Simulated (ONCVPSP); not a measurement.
sulfur: one change to an ONCV potential, before and after

```
Element                 : sulfur (S)
Generator               : ONCVPSP 4.0.1
Type                    : optimised norm-conserving Vanderbilt (ONCV)
Functional              : PBE
Relativity              : scalar-relativistic
Frozen core             : [Ne]
Valence charge          : 6
Reference configuration : 3s1.5 3p4.5
Partial waves           : 3s: rc 1.20 bohr, ncon 3, nbas 8, qcut 5.9 1/bohr, 1 projector; 3p: rc 1.25 bohr, ncon 4, nbas 8, qcut 6.7 1/bohr, 2 projectors, debl 2.3 Ha; d scattering state at 0.04 Ha: rc 0.95 bohr, ncon 5, nbas 8, qcut 10 1/bohr, 3 projectors, debl 3.6 Ha
Local potential         : polynomial inside 0.75 bohr (lpopt 5, dvloc0 3 Ha)
Core correction         : none
```

Change: local potential polynomial inside 0.75 bohr (lpopt 5, dvloc0 9 Ha).

Cutoffs: the cutoffs (Ha) at which the residual kinetic energy of the hardest occupied pseudo-wave falls to 1 and 0.1 mHa per electron; they do not see the model core or the augmentation charge, which bear on the density cutoff. Errors are all-electron minus pseudo energies relative to the spin-unpolarised reference configuration.

Q: How do hardness, ghosts and transferability respond?

A: The potential gets neither clearly harder nor softer (13 Ha and 75 Ha → 13 Ha and 75 Ha); the lowest positive-energy flag moves from s at 2.7 eV to s at 65.2 eV; of the 4 tests that both files solve, the error grows in 0 and shrinks in 2 by more than 15 % and 0.3 meV (median size 1.8 → 1.2 meV); the range in which the s phases agree widens (upper end -0.2 → 0.9); neither file shows a bound ghost.

| quantity | base | changed |
| --- | --- | --- |
| cutoff, loose | 13 Ha | 13 Ha |
| cutoff, tight | 75 Ha | 75 Ha |
| bound ghosts | none | none |
| GHOST(+) flags under 300 eV | s at 2.7 eV, d at 161.9 eV | s at 65.2 eV, d at 179.2 eV |
| error for 3s2 3p4, meV [ΔE -5.14 eV] | +1.7 | +1.5 |
| error for 3s2 3p3, meV [ΔE 6.63 eV] | +1.9 | +0.9 |
| error for 3s2 3p2, meV [ΔE 28.91 eV] | +22 | +9.3 |
| error for 3s2 3p3.5, meV [ΔE -0.48 eV] | +0.9 | +0.9 |
| s: phases at 1.22 bohr within 0.05 rad from the reference energy up to (Ha; the scan ends near 5) | -0.2 | 0.9 |
| p: phases at 1.27 bohr within 0.05 rad from the reference energy up to (Ha; the scan ends near 5) | to the end of the scan | to the end of the scan |
| d: phases at 0.96 bohr within 0.05 rad from the reference energy up to (Ha; the scan ends near 5) | to the end of the scan | to the end of the scan |

Base: The cutoffs count occupied waves only; projector 2 of the p channel, the hardest unoccupied one, needs 154 Ha at the loose tolerance. Changed file: The cutoffs count occupied waves only; projector 2 of the p channel, the hardest unoccupied one, needs 154 Ha at the loose tolerance.
